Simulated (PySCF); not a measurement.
Computed properties of B(Me)(OMe)(SMe) (C3H9BOS), SMILES S(B(OC)C)C

B(Me)(OMe)(SMe) (C3H9BOS), SMILES COB(C)SC. Coordinates come from a PBE0-D3(BJ)/def2-SVP optimisation. Other conformers were not sampled. All values are computed for the isolated molecule unless a solvent is named; none is compared with measurement here.

**Structure.** All 39 harmonic modes at PBE0-D3(BJ)/def2-SVP (PySCF) are real, so it is a minimum. With heavy atoms numbered as in [B:1]([CH3:2])([O:6][CH3:7])[S:11][CH3:12], the shortest bond between them is B1–O6 at 1.360 Å and the longest S11–C12 at 1.814 Å.

**Vibrations.** The strongest infrared lines (harmonic, unscaled, degenerate partners summed) lie at 1396 cm⁻¹ (305 km/mol, B 34 %, H 28 %, O 20 %, C 17 %), 1306 cm⁻¹ (190 km/mol, H 62 %, C 22 %, O 9 %), 1119 cm⁻¹ (179 km/mol, B 45 %, H 21 %, O 17 %, C 16 %). The softest mode is at 30 cm⁻¹ and the zero-point energy is 77.2 kcal/mol.

**Electronic structure.** M06-2X/def2-TZVP (PySCF) places the frontier levels at -7.98 and 1.31 eV, a gap of 9.29 eV, and gives a dipole moment of 2.12 D and a mean polarisability of 74.1 bohr³. PBE/def2-TZVP (PySCF) at the same geometry gives -5.63 and -0.46 eV, so its gap is 4.12 eV narrower. An orbital gap is neither the optical nor the fundamental gap.

**Excitations.** TDA-CAM-B3LYP/def2-SVPD (PySCF) has S1 at 6.20 eV (200 nm, f = 0.013, weak); the most intense of the 6 singlets computed lies at 6.61 eV (f = 0.25). T1 (TDA) is at 5.41 eV, 0.79 eV under S1. TDA-PBE/def2-SVPD (PySCF) puts S1 at 5.38 eV. No vertical singlet excitation falls in the visible range (under 3.1 eV).

**NMR.** GIAO shifts at HF/pcSseg-1 (PySCF) (non-relativistic, atoms alike by connectivity averaged): ¹³C from 4.5 to 51.2 ppm against TMS; ¹H from 0.8 to 3.8 ppm against TMS; ¹¹B at 39.3 ppm against BF3.
